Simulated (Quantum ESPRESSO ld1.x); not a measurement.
Mg+, 11 electrons, occupied as [He] 2s1.5 2p6 3s1 4s0.5 (fractional occupations, a model configuration). Calculated with ld1.x of Quantum ESPRESSO 7.5: non-relativistic Kohn-Sham, LDA (Slater exchange, Perdew-Zunger correlation), spin-polarised, spherical densities, point nucleus; open shells are filled with parallel spins first.

X-ray form factor f0, the Fourier transform of the density (f0(0) = 11):

sin(theta)/lambda (1/angstrom)  f0 (electrons)
0.05                                    10.504
0.1                                      9.754
0.15                                     9.115
0.2                                      8.456
0.25                                     7.803
0.3                                      7.180
0.4                                      6.005
0.5                                      4.933
0.6                                      4.023
0.8                                      2.752
1                                        2.053
1.25                                     1.616
1.5                                      1.388
2                                        1.103
